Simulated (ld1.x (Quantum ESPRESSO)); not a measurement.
# Configuration tests for argon (Ar) (ultrasoft)

| Item | Value |
| --- | --- |
| Element | argon (Ar) |
| Generator | ld1.x (Quantum ESPRESSO) 7.5 |
| Type | ultrasoft |
| Functional | PBE |
| Relativity | non-relativistic |
| Frozen core | [Ne] |
| Valence charge | 8 |
| Reference configuration | 3s2 3p6 |
| Partial waves | 3s (bound): rcut 0.95, rcutus 1.25 bohr; 3s channel at -1.35 Ry: rcut 0.95, rcutus 1.25 bohr; 3p (bound): rcut 1.05, rcutus 1.35 bohr; 3p channel at 1.45 Ry: rcut 1.05, rcutus 1.35 bohr; 3d channel at 0.05 Ry: rcut 1.15, rcutus 1.35 bohr; 3d channel at 0.65 Ry: rcut 1.15, rcutus 1.35 bohr |
| Local potential | all-electron potential smoothed inside 1.15 bohr (lloc = -1) |
| Core correction | none |
| Augmentation charge | PSQ, inside the norm-conserving radii |

Energies are relative to the spin-unpolarised reference configuration 3s2 3p6; without spin polarisation the order of configurations can differ from experiment.

```tsv
valence configuration	charge	ΔE all-electron (eV)	error AE − PS (meV)
3s2 3p5	+1	16.074	+0.6
3s2 3p4	+2	44.745	+6.2
3s2 3p3	+3	87.332	+29
3s2 3p5.5	+0.5	6.555	+0.1
3s1 3p6	+1	30.431	+11
3s2 3p2	+4	144.958	+92
```
